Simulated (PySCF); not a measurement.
## Spin states and ions at one geometry of Y2N2

PySCF 2.14.0, RKS BP86, Y def2-SVP with ECP28, N def2-SVP; non-relativistic Hamiltonian with scalar-relativistic core potentials where named; density fitting; no spin-orbit coupling; singlets restricted, open shells unrestricted. The geometry is relaxed for charge 0, singlet, vacuum:

```xyz
4

Y     0.0000    0.0000    1.4991
Y     0.0000    0.0000   -1.4991
N     1.3745    0.0000    0.0000
N    -1.3745    0.0000    0.0000
```

Energies count from the relaxed state; an electron taken off or put on is at rest in vacuum. Charges and spins are Mulliken's.

```tsv
state	energy (eV)	spin squared	charge on Y1 (e)	spin on Y1 (e)	dipole about the centre of mass (D)
charge 0, singlet, vacuum	0.00	0.00	0.40	0.00	0.00
charge +1, doublet, vacuum	5.99	0.76	0.86	0.01	0.00
charge -1, doublet, vacuum	-0.87	0.76	-0.12	0.56	0.00
```

**Question.** What does the state charge 0, triplet, vacuum give?

**Answer.** energy (eV) 1.15, spin squared 2.01, charge on Y1 (e) 0.35, spin on Y1 (e) 0.56, dipole about the centre of mass (D) 0.00.

With an electron taken off (doublet) the charges change, summed by element, by Y +0.91 e, N +0.09 e. The vertical ionisation energy is 5.99 eV, against −ε(HOMO) = 3.53 eV of the relaxed state. The level lies 2.5 eV too high, as is usual for semilocal functionals and global hybrids, which keep a self-interaction error.

With an electron put on (doublet) the charges change, summed by element, by Y -1.05 e, N +0.05 e. The vertical electron affinity is 0.87 eV, against −ε(LUMO) = 2.25 eV of the relaxed state. The basis has no diffuse functions, which an added electron needs. The added electron's level lies above zero.

Open shells may have lower solutions than those found.
